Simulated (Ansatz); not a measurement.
Born–Oppenheimer molecular dynamics of CH9FO2Si3 (16 atoms, charge 0, multiplicity 1). It starts from a relaxed structure.

Theory: Ansatz, RKS B3LYP-D4/STO-3G.

```json
{
  "ensemble": "NVT, Nosé–Hoover chain",
  "time step": "1 fs",
  "steps asked": "100",
  "set temperature": "2000 K",
  "thermostat": "time constant 100 fs, chain length 5",
  "seed": "578050"
}
```

First frame:

```xyz
16
Properties=species:S:1:pos:R:3
Si 0.119 -0.017 0.093
F 0.144 0.142 1.719
O 1.673 0.132 -0.509
Si 2.510 -1.289 -0.910
H 1.985 -1.929 -2.100
H 3.868 -0.874 -1.181
H 2.534 -2.262 0.165
C -0.991 1.302 -0.648
H -1.997 1.276 -0.212
H -0.577 2.303 -0.475
H -1.091 1.165 -1.731
O -0.323 -1.590 -0.294
Si -1.659 -2.340 0.422
H -1.439 -2.607 1.831
H -2.861 -1.535 0.304
H -1.857 -3.593 -0.269
```

(1) How far do the bonds stretch over the last three quarters of this one trajectory? (Pairs bonded in most of those frames.)

Answers

(1) 
| bond | mean (Å) | spread (Å) | shortest | longest |
| --- | --- | --- | --- | --- |
| Si1–F2 | 1.637 | 0.044 | 1.57 | 1.70 |
| Si1–O3 | 1.684 | 0.045 | 1.59 | 1.77 |
| Si1–C8 | 1.938 | 0.138 | 1.73 | 2.18 |
| Si1–O12 | 1.734 | 0.105 | 1.59 | 1.93 |
| O3–Si4 | 1.708 | 0.041 | 1.64 | 1.78 |
| Si4–H5 | 1.461 | 0.059 | 1.37 | 1.55 |
| Si4–H6 | 1.483 | 0.127 | 1.29 | 1.66 |
| Si4–H7 | 1.456 | 0.045 | 1.38 | 1.54 |
| C8–H9 | 1.107 | 0.032 | 1.05 | 1.16 |
| C8–H10 | 1.106 | 0.036 | 1.03 | 1.18 |
| C8–H11 | 1.110 | 0.057 | 1.01 | 1.21 |
| O12–Si13 | 1.710 | 0.072 | 1.57 | 1.83 |
| Si13–H14 | 1.456 | 0.015 | 1.43 | 1.49 |
| Si13–H15 | 1.463 | 0.026 | 1.42 | 1.51 |
| Si13–H16 | 1.466 | 0.031 | 1.40 | 1.52 |

Mean temperature of the second half: 1127 K. The conserved energy stayed within 4.3 meV per atom of its start (net change 2.6 meV per atom), so there is no drift, though single steps change it by up to 47 meV in the whole system, a sign of fast motions only just resolved. The mean temperature of the second half is 44 % below the set value. A run of 0.1 ps of so small a system gives no equilibrium averages. Limits of this set-up: minimal basis.

Run time: 6 min on 1 thread of Intel(R) Xeon(R) 6975P-C (Granite Rapids) (shared host), peak memory 0.17 GiB.
